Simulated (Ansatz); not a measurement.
Mulliken charges of AlFH$_{4}$NOP, SMILES `[NH2][Al]([F])[PH]O` from ωB97M-V/def2-TZVPP in Ansatz (PBE0-D4/def2-TZVP geometry).

```csv
atom,x (Å),y (Å),z (Å),charge (e)
N1,1.489,1.005,-0.186,-0.374
Al2,0.882,-0.573,0.285,0.664
F3,1.905,-1.677,0.966,-0.358
P4,-1.323,-1.196,-0.158,-0.024
O5,-1.890,0.351,-0.471,-0.365
H6,0.894,1.723,-0.566,0.122
H7,2.432,1.339,-0.072,0.111
H8,-1.643,-1.310,1.230,0.041
H9,-2.658,0.293,-1.045,0.184
```

Problem. By hand: the dipole of these point charges (1 e Å = 4.8032 D).

Solution. Σ q r = (-0.109, 0.104, -0.130) e Å, of length 0.199 e Å = 0.96 D.

Problem. How does the dipole of the full density compare? (Best estimate.)

Solution. Ansatz gave: (-0.211, 0.345, -0.218) e Å, 2.21 D; the point charges give 0.43 times that, at 17° from its direction.

Point charges leave out the atoms' own dipoles, such as those of lone pairs, and Mulliken's split depends on the basis, so the two needn't agree.
